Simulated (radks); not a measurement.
Task: Radial electron density D(r) = 4 pi r^2 rho(r) of an atom or ion with 10 electrons. All-electron calculation, Dirac Kohn-Sham, PBE, spin-unpolarised, spherical densities, point nucleus. Program: a radial shooting solver on a logarithmic mesh with Libxc functionals.

```
   r/bohr * D(r) (the largest magnitude, 18.3, reaches the edge; | marks zero)
 0.007665 |    *
 0.008437 |     *
 0.009362 |      *
  0.01031 |       *
  0.01143 |        *
  0.01259 |          *
  0.01385 |            *
  0.01537 |              *
  0.01692 |                *
  0.01878 |                   *
  0.02067 |                      *
  0.02293 |                         *
  0.02525 |                            *
  0.02779 |                               *
  0.03083 |                                   *
  0.03394 |                                       *
  0.03766 |                                          *
  0.04146 |                                              *
    0.046 |                                                 *
  0.05063 |                                                   *
  0.05574 |                                                     *
  0.06185 |                                                      *
  0.06808 |                                                      *
  0.07554 |                                                     *
  0.08315 |                                                   *
  0.09226 |                                                 *
   0.1016 |                                              *
   0.1118 |                                           *
    0.124 |                                        *
   0.1365 |                                     *
   0.1515 |                                   *
   0.1668 |                                   *
   0.1851 |                                    *
   0.2037 |                                      *
   0.2242 |                                        *
   0.2488 |                                            *
   0.2739 |                                               *
   0.3039 |                                                  *
   0.3345 |                                                   *
   0.3712 |                                                  *
   0.4086 |                                                *
   0.4497 |                                            *
    0.499 |                                      *
   0.5493 |                               *
   0.6095 |                        *
   0.6709 |                  *
   0.7444 |            *
   0.8195 |        *
    0.902 |    *
    1.001 |  *
    1.102 | *
    1.222 |*
    1.346 *
    1.493 *
    1.644 *
```

What is the nuclear charge?

Result: Z = 16. The innermost maximum, from 1s, lies near gamma/Z bohr with gamma = sqrt(1 - (Z/c)^2) = 0.993, here 0.0621 bohr (found: 0.0654), and its height grows with Z. The density is that of the sulfur ion S6+ in [Ne]; the configuration itself is not fixed sharply by these data, and Z only to about a unit. D(r) has 2 maxima, at r = 0.0654, 0.343 bohr, and minima at 0.165 bohr, inside which lie 2.19 electrons.
